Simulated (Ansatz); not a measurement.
System: MoCl (charge 0, sextet). SMILES: [Cl][Mo]
Coordinates optimised at B3LYP-D3(BJ)/def2-TZVP (Ansatz, a quantum-chemistry and plane-wave program):
```
Mo
Cl 1 2.2981
```
Charge 0, spin multiplicity 6.

Wanted: atomisation energy, in kcal/mol. Set-up: no spin-orbit coupling; def2 sets with scalar-relativistic core potentials past Kr; LANL2DZ with its own core potentials from Na on; atomisation electronic, to ground-state atoms; 6-31G* and kin with 6d, 5d where marked; UHF or UKS for open shells. Ab initio and DFT rows: single points at B3LYP-D3(BJ) geometries (Ansatz). The spin state of an ion or metal species was assumed, not searched.

| species | coefficient | E at B3LYP/6-31G* with LANL2DZ past Ar (Ansatz), Eh | E at PBE/def2-TZVPD (Ansatz), Eh |
|---|---|---|---|
| [Cl][Mo] (sextet) | -1 | -527.68760 | -528.22792 |
| Cl atom | +1 | -460.13624 | -459.95933 |
| Mo atom | +1 | -67.42213 | -68.12409 |

 1 Eh = 627.5095 kcal/mol.

### Question
Compute it at each level from the table.

### Answer

- B3LYP/6-31G* with LANL2DZ past Ar: the sum of coefficient times E is 0.12923 Eh, or 81.09 kcal/mol. Result: 81.1 kcal/mol.
- PBE/def2-TZVPD: the sum of coefficient times E is 0.14450 Eh, or 90.68 kcal/mol. Result: 90.7 kcal/mol.
